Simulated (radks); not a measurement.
The numbers below are computed, except where a source is named.
Cl IV, 14 electrons, occupied as [Ne] 3s2 3p2.

Code: a radial shooting solver on a logarithmic mesh with Libxc functionals. Model: non-relativistic Kohn-Sham, BLYP, spin-unpolarised, spherical densities, point nucleus.

Energy parts (hartree):
part                       energy
total                  -457.31899
kinetic                 456.84095
electron-nucleus      -1065.80794
Hartree                 178.56932
exchange-correlation    -26.92132

Orbitals (lengths in bohr, moments of r in powers of bohr; r(90%) holds 90 % of the orbital's charge):
| orbital | occ. | eigenvalue (hartree) | <1/r> | r(90%) | <r^4> | <r> |
|---|---|---|---|---|---|---|
| 1s | 2 | -102.4777 | 16.55 | 0.163 | 0.0003244 | 0.09141 |
| 2s | 2 | -10.86785 | 3.289 | 0.697 | 0.1001 | 0.4458 |
| 2p | 6 | -8.69943 | 3.207 | 0.674 | 0.08977 | 0.4063 |
| 3s | 2 | -2.14978 | 0.9918 | 2.08 | 7.904 | 1.400 |
| 3p | 2 | -1.65343 | 0.8935 | 2.30 | 11.83 | 1.520 |

The highest occupied level is 3p at -44.992 eV. Summed over all electrons, <r^2> = 11.58 bohr^2, which gives a Langevin (diamagnetic) susceptibility term of -9.17 x 10^-6 cm^3/mol. The electron density at the nucleus is 3233 e/bohr^3. The density falls to 0.001 e/bohr^3 at r = 3.07 bohr.
